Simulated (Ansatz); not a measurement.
The cluster Mg3O3⁺, 6 atoms. Hardware: 4 threads of AMD EPYC 7B13 on a shared host.

Correlated methods freeze 6 core orbitals; core or outer-core shells of Mg are correlated, in sets that lack core-valence functions.

**Question.** How many basis functions does each of these Ansatz runs have, and roughly what does it cost? MP2/def2-TZVP, charge 1 doublet, energy, from earlier orbitals; LDA (SPW92)/def2-TZVP, charge 1 doublet, energy, from earlier orbitals; PBE-D4/def2-TZVP, charge 1 doublet, energy and forces, from earlier orbitals; r2SCAN-D4/def2-TZVP, charge 1 doublet, energy, from earlier orbitals; CCSD(T)/def2-SVP, charge 1 doublet, energy, from earlier orbitals; r2SCAN-D4/def2-SVP, charge 1 doublet, relaxation, 5 steps; PBE0-D4/def2-TZVP, charge 1 doublet, energy, from earlier orbitals; BLYP-D4/def2-TZVP, charge 1 doublet, energy, from earlier orbitals; PBE-D4/def2-SVP, charge 1 doublet, energy, from earlier orbitals; PBE-D4/def2-SVP, charge 1 doublet, energy with a search over starts; PBE0-D4/def2-SVP, charge 1 doublet, energy, from earlier orbitals; B97M-V/def2-TZVP, charge 1 doublet, energy, from earlier orbitals.

**Answer.** Other jobs shared the machine, so times can vary by a factor of up to 3. A dash marks memory too small to be measured apart from the calling script's.

| run | functions | fitting or Cholesky vectors | wall time | peak host memory (GiB) |
| --- | --- | --- | --- | --- |
| PBE-D4/def2-SVP, charge 1 doublet, energy, from earlier orbitals | 96 | 966 | 1.7 s | – |
| PBE0-D4/def2-SVP, charge 1 doublet, energy, from earlier orbitals | 96 | 834 | 2.5 s | – |
| LDA (SPW92)/def2-TZVP, charge 1 doublet, energy, from earlier orbitals | 189 | 1317 | 2.6 s | – |
| PBE-D4/def2-TZVP, charge 1 doublet, energy and forces, from earlier orbitals | 189 | 1317 | 3.2 s | – |
| PBE-D4/def2-SVP, charge 1 doublet, energy with a search over starts | 96 | 966 | 3.4 s | – |
| BLYP-D4/def2-TZVP, charge 1 doublet, energy, from earlier orbitals | 189 | 1317 | 3.8 s | – |
| r2SCAN-D4/def2-TZVP, charge 1 doublet, energy, from earlier orbitals | 189 | 1317 | 5.5 s | – |
| MP2/def2-TZVP, charge 1 doublet, energy, from earlier orbitals | 189 | 1449 | 5.5 s | 0.55 |
| PBE0-D4/def2-TZVP, charge 1 doublet, energy, from earlier orbitals | 189 | 1317 | 6.5 s | 0.73 |
| B97M-V/def2-TZVP, charge 1 doublet, energy, from earlier orbitals | 189 | 1317 | 10 s | 0.58 |
| r2SCAN-D4/def2-SVP, charge 1 doublet, relaxation, 5 steps | 96 | 966 | 11 s | – |
| CCSD(T)/def2-SVP, charge 1 doublet, energy, from earlier orbitals | 96 | 834 | 30 s | 1.2 |
